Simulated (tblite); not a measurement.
CsI, singlet, at a GFN2-xTB geometry (such geometries of metal compounds can be far from the true shape); GFN1-xTB (tblite 0.6.0).

Here is a job for tblite.
```
$ tblite run mol.xyz --method gfn1 --charge 0 --spin 0 --guess eeq --json tblite.json --no-restart

# file mol.xyz
2

Cs    -0.00000000    -0.00000000    -1.63951291
I      0.00000000     0.00000000     1.70138132
```

Output, abridged:

```
xTB calculator
 | screened Coulomb repulsion
 | Coulomb electrostatics
 |  * isotropic Klopman-Ohno-Mataga-Nishimoto electrostatics
 |  * onsite third-order electrostatics
 | DFT-D3(BJ) dispersion correction

halogen bonding energy    0.0000000000000E+00 Eh
repulsion energy          4.2245996649535E-03 Eh
dispersion energy        -2.6771272631028E-04 Eh
number of electrons       8.0000000000000E+00 e
integral cutoff           4.0000000000000E+01 bohr

------------------------------------------------------------
  cycle        total energy    energy error   density error
------------------------------------------------------------
      1     -6.406714059219  -6.4106709E+00   3.1976397E+00
      2     -4.073103650558   2.3336104E+00   1.4082161E+00
      3     -4.061537203651   1.1566447E-02   1.0236302E+00
      4     -6.302173502619  -2.2406363E+00   3.2296060E+00
      5     -4.060479747718   2.2416938E+00   1.0125248E+00
      6     -4.093125778869  -3.2646031E-02   6.6881294E-01
      7     -4.204743609003  -1.1161783E-01   2.6168447E-01
      8     -4.216870430251  -1.2126821E-02   2.2114065E-01
      9     -3.474645097459   7.4222533E-01   1.5135425E+00
     10     -3.720236993562  -2.4559190E-01   2.2070819E+00
     11     -4.059462729478  -3.3922574E-01   1.1503395E+00
     12     -4.099626009953  -4.0163280E-02   6.3657090E-01
     13     -4.239499065208  -1.3987306E-01   1.2988785E-01
     14     -4.227817153825   1.1681911E-02   1.6017883E-01
     15     -4.213248290952   1.4568863E-02   2.2847350E-01
     16     -4.229449285705  -1.6200995E-02   1.5660216E-01
     17     -4.220242232127   9.2070536E-03   2.0077951E-01
     18     -4.244761425447  -2.4519193E-02   8.2164586E-02
     19     -4.232224283089   1.2537142E-02   1.5065823E-01
     20     -4.248650103895  -1.6425821E-02   4.3268615E-02
     21     -4.239913866780   8.7362371E-03   1.1066276E-01
     22     -4.248360314874  -8.4464481E-03   4.3462672E-02
     23     -4.243796965584   4.5633493E-03   8.4874922E-02
     24     -4.247522109480  -3.7251439E-03   5.1817880E-02
     25     -4.245440620398   2.0814891E-03   7.1292083E-02
     26     -4.247170217333  -1.7295969E-03   5.4485773E-02
     27     -4.246067759355   1.1024580E-03   6.4795199E-02
     28     -4.247570942646  -1.5031833E-03   4.7942515E-02
     29     -4.246687257221   8.8368543E-04   5.6161303E-02
     30     -4.248727404944  -2.0401477E-03   1.9549381E-02
     31     -4.248220786641   5.0661830E-04   2.7534030E-02
     32     -4.248693332580  -4.7254594E-04   1.0517818E-02
     33     -4.248683077719   1.0254861E-05   1.0178135E-02
     34     -4.248745114319  -6.2036600E-05   5.0773883E-03
     35     -4.248756510401  -1.1396082E-05   3.2714830E-03
     36     -4.248762893205  -6.3828040E-06   1.6808022E-03
     37     -4.248764783331  -1.8901257E-06   6.3455467E-04
     38     -4.248765087422  -3.0409071E-07   1.7075906E-04
     39     -4.248765108734  -2.1312205E-08   3.6097830E-05
     40     -4.248765109079  -3.4499781E-10   2.7210932E-05
     41     -4.248765109661  -5.8226934E-10   1.3610027E-06
------------------------------------------------------------

electronic energy        -4.2527219965997E+00 Eh
total energy             -4.2487651096610E+00 Eh

Post processing:
 | Mayer-Wiberg bond orders

[Info] JSON dump of results written to 'tblite.json'
```
